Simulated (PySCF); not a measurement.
Ti(F)3(Cl)(NH3) (ClF₃H₃NTi), SMILES [NH3]->[Ti]([F])([F])([F])[Cl], multiplicity 1. Atoms are numbered in the order given.

```xyz
9

Ti     0.1672    -0.3384     0.0000
F     -0.3263    -1.1071     1.4957
F      1.8465    -0.8150     0.0000
F     -0.3263    -1.1071    -1.4957
Cl     0.4359     1.8820     0.0000
N     -2.0759     0.2427     0.0000
H     -2.3135     0.7995     0.8229
H     -2.6754    -0.5855     0.0000
H     -2.3135     0.7995    -0.8229
```

The structure is a stationary point at B3LYP-D3(BJ)/def2-SVP. The multiplicity is an assumed one; other spin states were not compared.

All values below come from PBE0/pcSseg-1 (PySCF).

GIAO shieldings, no solvent; atoms listed in one row are averaged. δ = σ(ref) − σ: ¹⁹F against CFCl3 (σ = 167.2 ppm); ³⁵Cl against HCl (σ = 945.9 ppm); ¹⁵N against NH3 (σ = 267.4 ppm); ¹H against TMS (σ = 31.56 ppm), references at their B3LYP-D3(BJ)/def2-TZVP geometries, non-relativistic (without spin–orbit terms, shifts of atoms bonded to Cl or Br come out too high).

```csv
nucleus,atoms,count,δ (ppm)
¹⁹F,F3,1,387.0
¹⁹F,"F4, F2",2,365.8
³⁵Cl,Cl5,1,673.9
¹⁵N,N6,1,45.7
¹H,"H7, H8, H9",3,2.06
```
